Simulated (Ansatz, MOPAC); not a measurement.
Noncovalent pair: HI (SMILES I) (first 2 atoms) with H4OSi (SMILES O[SiH3]); geometry from B3LYP-D3(BJ)/def2-TZVP, rigid monomers moved along the line of their centres of mass till H2···O3 is 1.82 Å.
(charge 0, multiplicity 1):
```xyz
8

I     -0.42324    -1.16970    -0.63275
H     -0.57646    -0.96017     0.97325
O     -0.67513    -0.62159     2.75874
Si     0.17733     0.63575     3.43464
H     -1.27278    -1.13381     3.30936
H     -0.73925     1.65333     4.00009
H      0.96490     1.20508     2.32651
H      1.06982     0.15060     4.51321
```

Counterpoise-corrected where a basis set is named; no monomer relaxation.

Correlated levels freeze the cores. Filled d and f shells under p-block atoms count as core. The state reached by PM3, PM7 isn't checked; PM7 holds dispersion and hydrogen-bond terms.

The values were computed with Ansatz (a first-principles code) with Gaussian orbitals; MOPAC for PM3, PM7 (differences of heats of formation). Values without a source in brackets are computed. In def2 rows elements past Kr take small-core potentials, without spin–orbit coupling.

### Question
What interaction energy does MP2/def2-SVPD give?

### Answer
-2.1 kcal/mol

### Question
What interaction energy does PM7 give?

### Answer
-3.6 kcal/mol

### Question
Predict the interaction energy from PM3.

### Answer
-5.6 kcal/mol
